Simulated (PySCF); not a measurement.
**Orbital picture of GaBr⁺**

CAM-B3LYP at R = 2.260 Å; basis Ga def2-TZVPPD, Br def2-TZVPPD; no relativity; PySCF 2.14. State: ²Σ⁺ (doublet), unpaired electrons σ ↑. Only the outer orbitals are listed, counted within each symmetry.

| spin | orbital | occ. | ε (eV) | on Ga (%) | main shells (%) |
| --- | --- | --- | --- | --- | --- |
| α | 13σ | 1 | -29.74 | 9 | 90 Br s |
| α | 14σ | 1 | -20.19 | 55 | 54 Ga s, 39 Br p |
| α | 7π | 1 | -16.33 | 7 | 93 Br p |
| α | 7π | 1 | -16.33 | 7 | 93 Br p |
| α | 15σ | 1 | -16.03 | 63 | 38 Ga s, 38 Br p, 24 Ga p |
| α | 8π | 0 | -7.07 | 94 | 93 Ga p |
| α | 8π | 0 | -7.07 | 94 | 93 Ga p |
| α | 16σ | 0 | -4.47 | 72 | 53 Ga p, 15 Ga d, 13 Br s |
| β | 13σ | 1 | -29.21 | 9 | 90 Br s |
| β | 14σ | 1 | -19.03 | 56 | 53 Ga s, 37 Br p |
| β | 7π | 1 | -16.18 | 7 | 93 Br p |
| β | 7π | 1 | -16.18 | 7 | 93 Br p |
| β | 15σ | 0 | -10.77 | 65 | 43 Ga s, 35 Br p, 21 Ga p |
| β | 8π | 0 | -6.66 | 93 | 93 Ga p |
| β | 8π | 0 | -6.66 | 93 | 93 Ga p |

Q: Which are the highest filled and the lowest empty level, where do they sit, and how wide is the gap?

A: Highest filled α 15σ at -16.03 eV (in %: 38 Ga s, 38 Br p, 24 Ga p); lowest empty β 15σ at -10.77 eV (in %: 43 Ga s, 35 Br p, 21 Ga p); the gap at CAM-B3LYP is 5.26 eV.

The bond order (Mayer) is 1.30, the ⟨S²⟩ is 0.758 and the charge on Ga (Mulliken, basis-dependent) is 0.86. The charge on Ga (Löwdin, basis-dependent) is 0.67 and the dipole moment (positive dipole points towards Br; it is taken about the centre of mass and depends on that origin) is -4.33 D. The polarisability along the bond is 60.4 bohr³ and the polarisability across the bond is 33.3 bohr³.

Spin–orbit coupling is left out. The state is the lowest determinant that a PBE0 search found; another state may lie lower at other levels.
